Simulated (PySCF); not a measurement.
**SMILES CC1=C(F)[P@@H+]1CCC#N, [C₆H₈FNP]+, charge +1**

Geometry:
```tsv
atom	x (Å)	y (Å)	z (Å)
C1	-2.282	1.104	0.036
C2	-1.587	-0.174	0.043
C3	-1.621	-1.484	0.309
F4	-2.356	-2.455	0.755
P5	-0.014	-1.019	-0.299
C6	1.457	-0.915	0.797
C7	2.324	0.298	0.412
C8	1.459	1.444	0.280
N9	0.683	2.275	0.172
H10	-1.601	1.911	0.310
H11	-3.128	1.072	0.722
H12	-2.653	1.323	-0.967
H13	0.281	-1.330	-1.617
H14	1.080	-0.813	1.822
H15	2.031	-1.846	0.727
H16	3.076	0.484	1.183
H17	2.845	0.138	-0.537
```

Total charge +1.

Theory: PySCF 2.14.0, GIAO PBE/pcSseg-1 magnetisability, rotational g tensor and spin-rotation constants, non-relativistic, gas phase. Geometry: GFN2-xTB.

For an ion the centre-of-mass motion in the field is neglected.

Q: Give the nuclear spin-rotation constants along the inertial axes (H = +C I·J) beside the isotropic shieldings.

A: Rotational constants 2.1544, 1.0040, 0.7385 GHz. A star marks the isotopologue with that one atom substituted, in its own axes.
| atom | isotope | Caa (kHz) | Cbb (kHz) | Ccc (kHz) | mean (kHz) | σ (ppm) |
| --- | --- | --- | --- | --- | --- | --- |
| F4 | 19F | 3.037 | 1.714 | 0.134 | 1.628 | 275.5 |
| P5 | 31P | 3.193 | 1.544 | 0.657 | 1.798 | 428.1 |
| N9 | 14N | 0.496 | 0.030 | 0.165 | 0.230 | -42.0 |
| H10 | 1H | -0.016 | -0.085 | -0.082 | -0.061 | 27.6 |
| H11 | 1H | -0.138 | -0.091 | -0.049 | -0.092 | 28.5 |
| H12 | 1H | -0.271 | -0.080 | -0.020 | -0.123 | 29.0 |
| H13 | 1H | -0.243 | -0.111 | 0.017 | -0.112 | 25.6 |
| H14 | 1H | -0.254 | -0.129 | 0.002 | -0.127 | 28.8 |
| H15 | 1H | -0.270 | 0.022 | -0.093 | -0.114 | 28.1 |
| H16 | 1H | -0.126 | -0.111 | -0.045 | -0.094 | 28.3 |
| H17 | 1H | -0.207 | -0.120 | -0.014 | -0.114 | 28.6 |
| C1 | 13C* | 0.318 | 0.133 | 0.092 | 0.181 | 169.9 |
| C2 | 13C* | 0.781 | 0.315 | 0.137 | 0.411 | 69.6 |
| C3 | 13C* | 0.942 | 0.291 | 0.218 | 0.484 | 33.0 |
| C6 | 13C* | 0.377 | 0.189 | 0.126 | 0.231 | 141.0 |
| C7 | 13C* | 0.301 | 0.128 | 0.107 | 0.179 | 167.5 |
| C8 | 13C* | 0.959 | 0.008 | 0.339 | 0.435 | 59.4 |

For the geometry as given, no vibrational averaging.
